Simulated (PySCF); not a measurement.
Structure with atom numbers: `[CH3:1][C:2](=[O:3])[C:4]1=[CH:5][C@@H:6]1[F:7]`. Each H is labelled by its parent atom.

Calculated, not measured (PySCF): structure optimised with GFN2-xTB, PBE0/pcSseg-1 with gauge-including orbitals. Equivalent nuclei averaged, one conformer, no relativistic terms, gas phase.

Scale: $^{13}$C against TMS (reference shieldings calculated alike).

Q: Do the $^{13}$C shifts follow the atomic charges (in e)? Tabulate both.

A: 
```csv
atoms,hybridisation,δ (ppm),σ para (ppm),Hirshfeld,IAO,Mulliken,ESP-fitted
C2,sp2,197.9,-255,+0.17,+0.38,+0.20,+0.77
C4,sp2,139.9,-212,-0.01,-0.05,-0.05,-0.23
C5,sp2,134.9,-205,-0.02,-0.12,-0.11,-0.14
C6,sp3,69.1,-123,+0.03,+0.15,+0.24,+0.12
C1,sp3,34.8,-101,-0.12,-0.48,-0.27,-0.62
```

Correlation coefficients of δ with charge over these carbons: Hirshfeld +0.80, IAO +0.72, Mulliken +0.44, ESP-fitted +0.75; with the paramagnetic shielding -0.99. With so few points, grouped by hybridisation, these coefficients are fragile. Charge is one influence among several: hybridisation and low-lying excitations act through the paramagnetic term.

Shifts are as computed. Against solution values, carbons near 30 ppm lie about +3 ppm off and those near 130 ppm about +5 ppm (rms about the fit 2.1 ppm; single classes can miss by 10 ppm). Of 1328 compounds with measured shifts, 309 miss one by over three times the rms of a fit or turn the order of signals round; such compounds aren't used in these exercises. Signals without a measured value on file couldn't be tested in this way; 1H shifts scatter by 0.2 ppm about their fit, and single ones miss by 0.5 ppm.
